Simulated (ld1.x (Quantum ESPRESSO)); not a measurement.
# What one change does to a pseudopotential (arsenic (As), ultrasoft)

arsenic (As), ultrasoft, made with ld1.x (Quantum ESPRESSO) 7.5 (PBE, fully relativistic). Core [Ar] 3d10, reference 4s2 4p3. Waves: 4s (bound): rcut 1.35, rcutus 1.60 bohr; 4s channel at 1.7 Ry: rcut 1.35, rcutus 1.60 bohr; 4p (bound): rcut 1.55, rcutus 2.00 bohr; 4p channel at 0.75 Ry: rcut 1.55, rcutus 2.00 bohr. Local part: all-electron potential smoothed inside 1.30 bohr (lloc = -1). Core correction: Bessel-smoothed model core inside 0.80 bohr. Augmentation charge: PSQ, inside the norm-conserving radii.

Open shells are filled in proportion to 2j + 1 (rel_dist='average').

All-electron outer shells of the reference configuration (PBE, scalar-relativistic, ld1.x):

| shell | level (eV) | outermost node (bohr) | outermost maximum (bohr) |
| --- | --- | --- | --- |
| 3p | -133.68 | 0.22 | 0.52 |
| 3d | -40.65 | – | 0.47 |
| 4s | -14.49 | 0.73 | 1.61 |
| 4p | -5.19 | 0.78 | 2.00 |

Change: all radii but the core radius scaled by about 0.91 (s 1.46, p 1.82 bohr, rcut 1.24/1.42); local potential all-electron potential smoothed inside 1.18 bohr (lloc = -1).

Cutoffs: the cutoffs (Ry, on a coarse ladder) from which the occupation-weighted sum of valence levels, in a spherical-Bessel basis at the reference potential, stays within 10 and 1 mRy of its value at 400 Ry; they do not see the model core or the augmentation charge, which bear on the density cutoff. Errors are all-electron minus pseudo energies relative to the spin-unpolarised reference configuration.

**Question.** What does the change do?

**Answer.** The potential gets harder (12 Ry and 18 Ry → 18 Ry and 40 Ry); a bound ghost appears in s, which as a rule spoils a file; the errors of the 7 common tests hardly move. A smaller radius makes the pseudo-wave follow the all-electron one further in, where it bends more sharply, so more plane waves are needed.

```csv
quantity,base,changed
"cutoff, loose",12 Ry,18 Ry
"cutoff, tight",18 Ry,40 Ry
loose cutoff by channel (10 mRy a level),"s 10 Ry, p 8 Ry","s 15 Ry, p 6 Ry"
bound ghosts,none,s
"error for 4s2 4p2, meV [ΔE 9.15 eV]",-3.3,-3.6
"error for 4s2 4p1, meV [ΔE 27.07 eV]",-27,-30
"error for 4s2 4p0, meV [ΔE 54.78 eV]",-110,-123
"error for 4s0 4p5, meV [ΔE 19.05 eV]",-52,-56
"error for 4s2 4p3.3, meV [ΔE -1.23 eV]",-0.1,-0.1
"error for 4s1 4p4, meV [ΔE 9.41 eV]",-13,-14
"error for 4s1 4p0, meV [ΔE 105.43 eV]",-439,-497
lowest overlap eigenvalue by channel,"s 0.40, p1/2 0.58, p3/2 0.57","s 0.49, p1/2 0.55, p3/2 0.55"
```

 A true bound ghost makes a file unfit for plane-wave use even where its test errors are small: the radial tests pick states by their node count and pass the ghost by.
